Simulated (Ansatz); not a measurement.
Geometry optimisation, RKS CAM-B3LYP-D4/cc-pVDZ (Ansatz).

Input file:

```yaml
crystal:
  periodic: [false, false, false]
  atoms:
    - { symbol: B, position_ang: [-0.9562, -1.8125, -0.9488] }
    - { symbol: C, position_ang: [-0.5528, -0.4402, -0.2212] }
    - { symbol: O, position_ang: [-0.9528, -0.5328, 1.1153] }
    - { symbol: F, position_ang: [-1.109, 0.6439, -0.8379] }
    - { symbol: S, position_ang: [1.2698, -0.2778, -0.3881] }
    - { symbol: C, position_ang: [1.4045, 1.3752, 0.4333] }
    - { symbol: H, position_ang: [-0.1914, -2.47, -1.4883] }
    - { symbol: H, position_ang: [-2.1102, -2.0443, -0.9926] }
    - { symbol: H, position_ang: [-1.0781, 0.404, 1.5011] }
    - { symbol: H, position_ang: [0.7539, 2.1024, -0.0459] }
    - { symbol: H, position_ang: [1.1247, 1.2822, 1.5287] }
    - { symbol: H, position_ang: [2.4747, 1.7148, 0.3784] }
basis:
  gaussian: { orbitals: cc-pVDZ }
hamiltonian:
  xc: cam_b3lyp
  dispersion: d4
relax:
  f_tol: 0.015
  max_steps: 40
```

Command:

```bash
$ ansatz run input.yaml --threads 2 --pin off --max-ram 3072MiB --backend cpu --events-out ev --progress --plain --runs-dir out
```

**Question.** Where does it end, and by what steps?

**Answer.** It converged. After 36 steps the energy has fallen by 0.458 eV; H9 moved furthest, 1.55 Å. Joined: B1–O3.

| step | energy less start (eV) | largest force component (eV/Å) | accepted |
| --- | --- | --- | --- |
| 0 | 0.0000 | 2.085 | yes |
| 2 | -0.2554 | 0.391 | yes |
| 4 | -0.2779 | 0.444 | yes |
| 6 | -0.2935 | 0.387 | yes |
| 8 | -0.3039 | 0.146 | yes |
| 10 | -0.3192 | 0.617 | yes |
| 12 | -0.3309 | 0.395 | yes |
| 14 | -0.3461 | 0.115 | yes |
| 16 | -0.3500 | 0.178 | yes |
| 18 | -0.3529 | 0.075 | yes |
| 20 | -0.3545 | 0.145 | yes |
| 22 | -0.3616 | 0.166 | yes |
| 24 | -0.3675 | 0.873 | no |
| 26 | -0.3982 | 0.239 | yes |
| 28 | -0.4214 | 0.703 | yes |
| 30 | -0.4480 | 0.270 | yes |
| 32 | -0.4565 | 0.127 | yes |
| 34 | -0.4574 | 0.022 | yes |
| 36 | -0.4576 | 0.007 | yes |

```xyz
12
Properties=species:S:1:pos:R:3
B -1.117 -1.676 -0.707
C -0.427 -0.305 -0.511
O -1.143 -0.692 0.747
F -1.013 0.839 -0.929
S 1.333 -0.117 -0.282
C 1.379 1.568 0.410
H -0.475 -2.674 -0.523
H -2.220 -1.689 -1.172
H -0.466 -1.014 1.367
H 0.945 2.276 -0.305
H 0.842 1.623 1.366
H 2.438 1.806 0.573
```

Whether the end is a true minimum wasn't checked by a vibrational analysis.

Time of the run: 2.4 min on 2 threads of Arm Neoverse V2, with other jobs on the host, peak memory 0.35 GiB.
